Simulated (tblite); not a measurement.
Isomers of C7H9FNP. Level: GFN2-xTB in tblite, geometry and Hessian alike; calculated harmonic values, unscaled, isolated species. This tight-binding method is rough: wavenumbers can miss measured ones by several per cent, in bad cases by 10 to 20. One conformer each.

Electronic energies: GFN2-xTB at the same geometries; isomer energies are rough at this level and their order can be wrong.

```csv
SMILES,"electronic energy, lowest = 0 (kcal/mol)"
CN(C)c1ccpc(F)c1,14.1
Cc1cn(C2CC2)c(F)p1,13.8
FC1CP(n2cccc2)C1,0.0
CP(N)c1cccc(F)c1,2.2
N#CCCP1CC=C(F)C1,34.7
```

Question: How do GFN2-xTB zero-point energies change the relative energies?

Answer: 
```
            SMILES  ZPE (kcal/mol)  of it from modes above 1550 cm⁻¹  electronic (kcal/mol)  with ZPE, lowest = 0 (kcal/mol)  lowest mode (cm⁻¹)  rings
  FC1CP(n2cccc2)C1            91.1                              41.7                    0.0                              0.0                  26      2
  CP(N)c1cccc(F)c1            89.6                              44.8                    2.2                              0.7                  29      1
Cc1cn(C2CC2)c(F)p1            91.4                              41.7                   13.8                             14.2                  46      2
  CN(C)c1ccpc(F)c1            90.8                              41.0                   14.1                             13.8                  19      1
  N#CCCP1CC=C(F)C1            89.5                              44.1                   34.7                             33.1                  37      1
```

The zero-point energies span 1.9 kcal/mol, from `N#CCCP1CC=C(F)C1` to `Cc1cn(C2CC2)c(F)p1`. The lowest isomer stays, but the order above it changes.

Question: What do entropy and thermal enthalpy add at 298.15 K and 1 bar (rigid rotor, harmonic oscillator, one conformer each)?

Answer: 
```csv
SMILES,point group,symmetry number,S (cal/(mol K)),H − H(0) (kcal/mol),ZPE + H − H(0) − TS (kcal/mol)
FC1CP(n2cccc2)C1,Cs,1,97.3,6.46,68.5
CP(N)c1cccc(F)c1,C1,1,101.6,7.28,66.5
Cc1cn(C2CC2)c(F)p1,C1,1,101.1,7.01,68.3
N#CCCP1CC=C(F)C1,C1,1,103.1,7.25,66.0
```

Not tabulated: `CN(C)c1ccpc(F)c1` (lowest mode only 18 cm⁻¹).
